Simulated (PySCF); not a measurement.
Adding and removing an electron: NaBi

ROHF-MP2; PySCF, scalar-relativistic core potentials, basis sets Na aug-cc-pVDZ, Bi aug-cc-pVDZ-PP with ECP60. Neutral (ROHF): triplet (π ↑↑), Re = 3.033 Å, ωe = 189 cm⁻¹, De = 0.78 eV.

NaBi⁺ (UHF): quartet (σ ↑, π ↑↑), Re = 3.481 Å, ωe = 94.5 cm⁻¹. The energies at the minima are -375.54295 hartree for NaBi and -375.34339 for NaBi⁺.

Problem. Work out the adiabatic ionisation energy, without and with harmonic zero-point energies (1 hartree = 27.2114 eV, 1 eV = 8065.5 cm⁻¹), and the change of the bond length.

Solution. At MP2: 0.19956 hartree = 5.430 eV between the minima; the zero-point term (94.5 − 189.0)/2 cm⁻¹ = -0.006 eV makes it 5.424 eV. Re changes by +44.8 pm against the neutral. The electron leaves a σ orbital, and the ion is left as a loose complex of an ion and an atom.

Correlated steps freeze 5 core orbitals. UHF and ROHF references stand side by side, which adds small steps between rows. Correlated levels converge slowly with the basis: in double zeta they bind strong bonds too weakly, by up to about 1 eV, and carry superposition errors of some tenths. These are scalar-relativistic numbers at best; spin–orbit coupling would shift them, the dissociation energy most. States were picked by a PBE0 search and need not be the measured ground states.

Neutral and ion stand on different kinds of reference determinant, which adds to the error of the difference.
